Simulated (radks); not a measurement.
Values are calculated unless marked as measured or tabulated.
Kr30+, configuration [He] 2s2 2p1 4f1 (not the ground configuration). Code: a radial shooting solver on a logarithmic mesh with Libxc functionals. Model: scalar-relativistic Kohn-Sham, r2SCAN, spin-polarised, spherical densities, finite nucleus; open shells are filled with parallel spins first; meta-GGA in the generalised Kohn-Sham scheme; Fermi nuclear charge, rms radius 4.1884 fm.

Normalised radial functions P(r) = r R(r), r in bohr:

| r | 1s up | 2p down |
|---|---|---|
| 0.002775 | 1.1713 | 0.0128 |
| 0.003472 | 1.4180 | 0.0193 |
| 0.004378 | 1.7168 | 0.0295 |
| 0.005477 | 2.0485 | 0.0444 |
| 0.006908 | 2.4341 | 0.0675 |
| 0.008642 | 2.8389 | 0.1008 |
| 0.0109 | 3.2749 | 0.1517 |
| 0.01363 | 3.6852 | 0.2233 |
| 0.0172 | 4.0578 | 0.3295 |
| 0.02151 | 4.3161 | 0.4730 |
| 0.02713 | 4.4175 | 0.6747 |
| 0.03421 | 4.2925 | 0.9391 |
| 0.0428 | 3.9249 | 1.2547 |
| 0.05398 | 3.3016 | 1.6296 |
| 0.06753 | 2.5355 | 2.0042 |
| 0.08517 | 1.7008 | 2.3420 |
| 0.1066 | 0.9945 | 2.5333 |
| 0.1344 | 0.4696 | 2.5060 |
| 0.1681 | 0.1795 | 2.2165 |
| 0.212 | 0.0487 | 1.6853 |
| 0.2652 | 0.0095 | 1.0832 |
| 0.3345 | 0.0011 | 0.5440 |
| 0.4185 | 0.0001 | 0.2117 |
| 0.5278 | 0.0000 | 0.0555 |
| 0.6656 | 0.0000 | 0.0092 |
| 0.8327 | 0.0000 | 0.0009 |
| 1.05 | 0.0000 | 0.0000 |
| 1.314 | 0.0000 | 0.0000 |
| 1.657 | 0.0000 | 0.0000 |

1s up: eigenvalue -16462.7 eV, 0 radial nodes, <r> = 0.0413 bohr, 90 % of the charge inside 0.0738 bohr. 2p down (empty): eigenvalue -3560.1 eV, 0 radial nodes, <r> = 0.148 bohr, 90 % of the charge inside 0.238 bohr.
